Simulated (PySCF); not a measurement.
W(O)(S)(OH)(NH2) (H3NO2SW), SMILES [NH2][W](=[O])([OH])=[S], multiplicity 1. Atoms are numbered in the order given.

```xyz
8

W     -0.0093     0.1604     0.0235
O      1.1216     1.0733     0.9293
S      0.6143    -1.8938    -0.1987
O     -0.2315     0.9730    -1.6760
H     -0.3058     0.5248    -2.5289
N     -1.6720     0.1755     1.0270
H     -1.8852     0.8730     1.7379
H     -2.3670    -0.5682     1.0183
```
Charge 0, spin multiplicity 1.

Geometry: B3LYP-D3(BJ)/def2-SVP. The spin state was assumed, not searched. The structure was generated by enumeration; whether it is a known compound was not checked. The def2 effective core potentials stand for the cores of W; spin–orbit coupling is left out. Other conformers were not sampled.

All values below come from TDA-LC-ωPBE/def2-SVPD (PySCF).

Vertical excitations. 

Problem. Estimate the UV-visible absorptions. (The exact figures need the calculation; the answer reports its results.)

Solution. 
| state | energy (eV) | λ (nm) | f | main pairs |
|---|---|---|---|---|
| S1 | 3.53 | 352 | 0.001 | HOMO→LUMO 96 % |
| S2 | 4.26 | 291 | 0.002 | HOMO−1→LUMO 50 %, HOMO→LUMO+1 46 % |
| S3 | 4.73 | 262 | 0.019 | HOMO−1→LUMO+1 88 % |
| S4 | 5.02 | 247 | 0.014 | HOMO−2→LUMO 73 % |
| S5 | 5.18 | 239 | 0.060 | HOMO→LUMO+1 29 %, HOMO−1→LUMO 21 %, HOMO−2→LUMO 13 %, HOMO−3→LUMO 10 % |
| S6 | 5.63 | 220 | 0.009 | HOMO→LUMO+2 45 %, HOMO→LUMO+3 21 %, HOMO−2→LUMO+1 14 % |
| S7 | 5.71 | 217 | 0.003 | HOMO−3→LUMO 48 %, HOMO→LUMO+2 10 %, HOMO−1→LUMO+2 10 %, HOMO−2→LUMO+1 9 % |
| S8 | 5.92 | 210 | 0.001 | HOMO−1→LUMO+2 56 %, HOMO−1→LUMO+3 16 %, HOMO−3→LUMO 14 % |
| S9 | 6.03 | 206 | 0.023 | HOMO−2→LUMO+1 37 %, HOMO→LUMO+4 12 %, HOMO→LUMO+3 8 %, HOMO−1→LUMO+4 7 % |
| S10 | 6.14 | 202 | 0.019 | HOMO→LUMO+4 31 %, HOMO−4→LUMO 18 %, HOMO→LUMO+2 8 %, HOMO−4→LUMO+1 6 % |
| T1 | 3.15 | 394 | 0 | HOMO−1→LUMO 64 %, HOMO→LUMO 25 % |
| T2 | 3.19 | 389 | 0 | HOMO→LUMO 70 %, HOMO−1→LUMO 24 % |
| T3 | 3.97 | 313 | 0 | HOMO→LUMO+1 91 % |
| T4 | 4.23 | 293 | 0 | HOMO−1→LUMO+1 86 % |
Triplets are in the Tamm–Dancoff approximation.
